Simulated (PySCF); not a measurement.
diarsenic (As₂), SMILES [As]#[As]. Geometry optimised at PBE-D3(BJ)/def2-TZVP.

TDDFT-PBE/def2-TZVPD run with PySCF 2.14.0 puts the lowest singlet excitations at 3.07, 3.39, 3.39, 3.73, 3.73, 5.28 eV and the lowest triplet (TDA) at 2.16 eV.

### Question
What are the lowest singlet roots from EOM-CCSD/aug-cc-pVDZ (PySCF)? (The exact figures need the calculation; the answer reports its results.)

### Answer
3.57, 3.82, 3.82, 4.11, 4.11, 5.98 eV; triplets 2.01, 2.85, 2.85 eV. S1 differs by 0.50 eV (second minus first; roots are paired by order, and the bases may differ).
